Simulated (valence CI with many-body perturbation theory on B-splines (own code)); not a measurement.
The numbers below are computed, except where a source is named.
## A CI+MBPT run for Tm LXV

Method: relativistic CI+MBPT: three valence electrons over a frozen Dirac-Fock core [He], radial functions for each j: 11 s, 11 p, 9 d, 7 f, 5 g, 2 h, 1 i, with the one-electron correlation potential Σ1 (screened to all orders), the two-electron term Σ2, the three-electron term Σ3, Breit, model QED; selected single and double excitations, second order for the rest (own B-spline code, finite nucleus).

Command, and the settings that its task file holds:

```sh
python run_cv.py task.json out
```

```
atom Tm  Z=69  mass_number=169  rms_radius_fm=5.2256
core [He]
valence 2s2 2p1
avg = 1
basis = L
breit = 1
cap = 40000
capref = 1200
cscale = 1
de = 0.0
dress = 0
eps = 2e-08
h = 0.27
hh = 1
l2 = 3
lcore = 6
maxit = 60
n2 = 5
natural = 1
nlev = 60
nno = [7, 7, 6, 5, 4, 2, 1]
nroot = 26
nsp = [4, 4, 3, 2, 1, 0, 0]
pt2 = 1
qed = 1
rpa = 1
s1 = 1
s2 = 1
s3 = 1
screen = 1
tol = 2e-05
```

(1) Roughly how long does this run take on one core of Arm Neoverse V1, and how much memory?

Log. The first blocks belong to the next ion, which gives the ionisation energy. Fields: 2J, parity (1 odd), roots, reference size, generating configurations, candidates as configurations/state functions, variational space P, stored matrix elements, Davidson steps; e2 is the range of second-order energies in hartree. The first line gives the box (bohr), its intervals, the orbitals and the steps of their self-consistent field. Window is the range of levels sought, series limit the energy at which the first omitted orbital would enter, core excitation an estimate of the first excitation out of the core, left out the lowest levels not solved, and shifts from estimates the range by which levels moved from their first estimate, all in cm⁻¹.

```
rmax 1.3 intervals 54 orbitals 81 references ['2s2 2p', '2s 2p2', '2p3'] scf 2 t 0.4
2J=0 par=0 roots 2 ref 18 generators 2 cand 364/364 P 358/358 nnz 0 it 0
2J=0 par=0 roots 2 ref 18 generators 3 cand 24/24 P 369/369 nnz 0 it 0
   second order: generators 3 cand 13/13 e2 -0.00000 -0.00000
2J=0 par=1 roots 2 ref 16 generators 3 cand 314/314 P 302/302 nnz 0 it 0
2J=0 par=1 roots 2 ref 16 generators 4 cand 28/28 P 315/315 nnz 0 it 0
   second order: generators 5 cand 15/15 e2 -0.00000 -0.00000
2J=2 par=1 roots 2 ref 41 generators 2 cand 828/828 P 755/755 nnz 0 it 0
2J=2 par=1 roots 2 ref 41 generators 2 cand 114/114 P 819/819 nnz 0 it 0
   second order: generators 2 cand 50/50 e2 -0.00000 -0.00000
reference levels 513, estimated 426, window 85953548 1/cm; series limit 109621078, core excitation 408785234
2J=1 par=1 roots 15 ref 48 generators 13 cand 6048/9066 P 5437/8000 nnz 5.9e+06 it 5
2J=1 par=1 roots 15 ref 48 generators 13 cand 2827/4264 P 6431/9576 nnz 8.3e+06 it 4
   second order: generators 15 cand 3394/4997 e2 -0.00001 -0.00000
2J=1 par=0 roots 16 ref 50 generators 13 cand 5998/8992 P 5362/8000 nnz 5.9e+06 it 5
2J=1 par=0 roots 16 ref 50 generators 15 cand 2946/4332 P 6550/9867 nnz 8.9e+06 it 4
   second order: generators 16 cand 2342/3218 e2 -0.00001 -0.00000
2J=3 par=1 roots 21 ref 72 generators 15 cand 8370/16967 P 4049/8000 nnz 6.6e+06 it 5
2J=3 par=1 roots 21 ref 72 generators 16 cand 6224/12678 P 7511/15582 nnz 2.3e+07 it 6
   second order: generators 17 cand 3714/6581 e2 -0.00001 -0.00000
2J=3 par=0 roots 19 ref 70 generators 12 cand 8389/16944 P 4020/8000 nnz 6.6e+06 it 5
2J=3 par=0 roots 19 ref 70 generators 14 cand 6227/12654 P 7470/15474 nnz 2.2e+07 it 5
   second order: generators 15 cand 3945/7901 e2 -0.00002 -0.00000
2J=5 par=0 roots 14 ref 66 generators 11 cand 9320/20927 P 3709/7998 nnz 6.9e+06 it 5
2J=5 par=0 roots 14 ref 66 generators 13 cand 7379/16633 P 7212/16565 nnz 2.7e+07 it 7
   second order: generators 14 cand 5192/12280 e2 -0.00001 -0.00000
2J=5 par=1 roots 13 ref 62 generators 9 cand 9315/20999 P 3722/8000 nnz 6.8e+06 it 5
2J=5 par=1 roots 13 ref 62 generators 9 cand 7379/16699 P 7174/16512 nnz 2.6e+07 it 6
   second order: generators 11 cand 5204/12164 e2 -0.00001 -0.00000
2J=7 par=1 roots 6 ref 43 generators 5 cand 7167/17862 P 3462/7997 nnz 7.8e+06 it 5
2J=7 par=1 roots 6 ref 43 generators 5 cand 5023/12638 P 5028/12221 nnz 1.8e+07 it 5
   second order: generators 6 cand 4807/13195 e2 -0.00001 -0.00001
2J=7 par=0 roots 5 ref 41 generators 5 cand 7182/17856 P 3396/7997 nnz 8e+06 it 5
2J=7 par=0 roots 5 ref 41 generators 5 cand 5021/12420 P 4762/11726 nnz 1.7e+07 it 5
   second order: generators 9 cand 7704/22142 e2 -0.00002 -0.00001
2J=9 par=1 roots 2 ref 20 generators 2 cand 4623/12550 P 2388/5331 nnz 3.5e+06 it 4
2J=9 par=1 roots 2 ref 20 generators 2 cand 3441/9739 P 3025/7205 nnz 6.7e+06 it 4
   second order: generators 2 cand 2804/7865 e2 -0.00001 -0.00001
2J=9 par=0 roots 2 ref 23 generators 2 cand 3200/8231 P 2480/5839 nnz 5.4e+06 it 4
2J=9 par=0 roots 2 ref 23 generators 2 cand 1974/4915 P 2906/6950 nnz 7.8e+06 it 4
   second order: generators 4 cand 3793/10179 e2 -0.00001 -0.00001
left out: unestimated 120298650, estimated 96639765, shifts from estimates -21 to 58
operators 0.2
```

The Davidson iterations converged.

No measured spectrum was set against this ion. As an estimate, large intervals hold to a few tenths of a per cent, small ones and those within an open d or f shell to about a per cent.

```
Valence energy                            : -1813.979 hartree
Ionisation energy                         : 16030 eV (NIST: 16036 ± 24 eV (theoretical))
Reference configurations for the orbitals : 2s2 2p, 2s 2p2, 2p3
Radial orbitals                           : 81
Box radius                                : 1.297 bohr
Largest variational space                 : 16565
Lowest levels                             : (2s^2 2p1/2) J=1/2 0.0, (2s 2p1/2^2) J=1/2 240.8, (2s^2 2p3/2) J=3/2 1064.7, (2s 2p1/2 2p3/2) J=3/2 [a] 1233.6, (2s 2p1/2 2p3/2) J=5/2 1272.6, (2s 2p1/2 2p3/2) J=1/2 1338.5, (2s 2p1/2 2p3/2) J=3/2 [b] 1340.5, (2p1/2^2 2p3/2) J=3/2 1591.7, (2s 2p3/2^2) J=5/2 2316.1, (2s 2p3/2^2) J=1/2 2416.1, (2s 2p3/2^2) J=3/2 2416.8, (2p1/2 2p3/2^2) J=3/2 2611.5, (2p1/2 2p3/2^2) J=5/2 2633.9, (2p1/2 2p3/2^2) J=1/2 2686.3 eV
```

Levels are named by their leading jj configuration (3d3/2^4 stands for four electrons in 3d with j = 3/2), which in mixed levels can hold well under half, so a name can repeat and another be missing. Letters in brackets count levels of one name in rising energy.

Results:

(1) 110 s on 1 thread of Arm Neoverse V1 (shared host), peak memory 0.7 GiB.
